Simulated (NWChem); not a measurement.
Molecule: AlSiH₅; SMILES [AlH2][SiH3]

All runs: NWChem. All runs use the structure optimised with PBE0/def2-SVP. Ions are spin-unrestricted doublets at the neutral geometry; other ion states weren't tried.

For level PBE/def2-SVP:

```yaml
vertical ionisation energy, ΔSCF (eV): 9.57
"−ε(HOMO) (eV)": 6.55
```

Problem. What are these values for level CAM-B3LYP/def2-SVP?

Solution. 
| Property | Value |
|---|---|
| vertical ionisation energy, ΔSCF (eV) | 9.85 |
| −ε(HOMO) (eV) | 8.88 |
